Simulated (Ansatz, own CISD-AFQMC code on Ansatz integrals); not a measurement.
H4B2O, SMILES `BOB` (charge 0, multiplicity 1).

Cartesian coordinates (Å):
```xyz
7

B     -1.2973    -0.2958     0.0270
O      0.0002    -0.0009     0.0005
B      1.2973     0.2957    -0.0271
H     -1.8152    -0.4978     1.0877
H     -1.8926    -0.3469    -1.0108
H      1.6216     1.4463     0.0435
H      2.0860    -0.6006    -0.1209
```
Charge 0, multiplicity 1.

Frozen-core energies in cc-pVDZ from Ansatz (a program for electronic structure) at a geometry from PBE0-D3(BJ)/def2-TZVP; the HF reference has <S^2> = 0.00 and the T1 diagnostic is 0.018.

```tsv
level	energy (Ha)	difference from CCSDT(Q) (mHa)
HF	-126.62134	397.78
MP2	-126.97425	44.87
CCSD	-127.00806	11.06
CCSD(T)	-127.01762	1.50
CCSDT	-127.01839	0.73
phaseless AFQMC, CISD trial (own CISD-AFQMC code on Ansatz integrals; ±0.27 mHa)	-127.01875	0.37
CCSDT(Q)	-127.01912	0.00
```
